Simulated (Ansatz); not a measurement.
The same ligand exchange along the group F, Cl, Br, I.

Program: Ansatz. Geometries: PBE0-D4/def2-TZVP. ΔE: electronic, gas phase. CCSD(T)/CBS is the MP2 limit (def2-TZVPP, def2-QZVPP) plus CCSD(T) − MP2 in def2-TZVPP, frozen cores. This one scheme is used for every species. DFT in def2-TZVPP. B3LYP here is the variant with VWN-RPA as its local correlation; programs differ in this. Elements past krypton have def2 core potentials. For Br, I outer-core shells are correlated without core-valence functions, which leaves a few kJ/mol of doubt a bond. Scalar relativity is left out up to krypton.

```tsv
reaction	B3LYP-D4 (kJ/mol)	MP2/CBS(def2) (kJ/mol)	CCSD(T)/CBS(def2) (kJ/mol)
`[F][AlH2]` + `BS` → `B[S][AlH2]` + H–F	93	81	83
`[AlH2][Cl]` + `BS` → `B[S][AlH2]` + HCl	68	63	64
`[AlH2][Br]` + `BS` → `B[S][AlH2]` + HBr	66	65	65
`[AlH2][I]` + `BS` → `B[S][AlH2]` + HI	54	59	56
```

Largest T1 diagnostic: 0.015, for `BS`.
